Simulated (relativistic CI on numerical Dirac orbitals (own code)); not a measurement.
**B²⁺: what numerical and physical settings do to a radial Dirac CI calculation**

Reference input:

```
atom B  Z=5  charge=2  electrons=3
nucleus A=11  rms_radius_fm=2.4060
hamiltonian dirac-coulomb  breit=on  qed=on  c_scale=1
orbitals kli  potential=per-configuration
slater_scale 1
correlation none
mixing on
grid step=0.0125 r_max=34.3
scf mixing=0.4 start=green max_iterations=150 tolerance=2e-08 node_fill=0.05
configurations
  [He] 2s
  [He] 2p
  [He] 3s
end
```

Computed lowest total energy -23.38049 Ha, first excitation 48876.9 cm⁻¹, 25 SCF steps. Runs with settings changed; * marks those that are bad on purpose (the QED terms keep the true α when c is scaled):

```
                                                                        Changed        Outcome  Lowest level    ΔE (Ha)  First excitation (cm⁻¹)  SCF steps                         Message
                                                                 grid step 0.02      converged      2s ²S1/2   1.04e-06                  48876.9         25                                
                                                  end of the grid at 24.01 bohr      converged      2s ²S1/2  -1.78e-14                  48876.9         25                                
node fill of the KLI weights 0.5, grid step 0.03, end of the grid at 24.01 bohr      converged      2s ²S1/2   0.000878                  48679.7         26                                
     end of the grid at 102.9 bohr, QED terms off, start potential thomas-fermi      converged      2s ²S1/2  -0.000833                  48883.6         26                                
                                                         speed of light × 0.2 *      converged      2s ²S1/2     -0.144                  50191.9         25                                
                                                            iteration limit 2 *  not converged                                                            2  SCF of 1s2 2s did not converge
```

With so few configurations and no correlation, terms lie too far apart (by 10 to 50 % near neutrality), their order can be wrong, and levels of other configurations are missing.
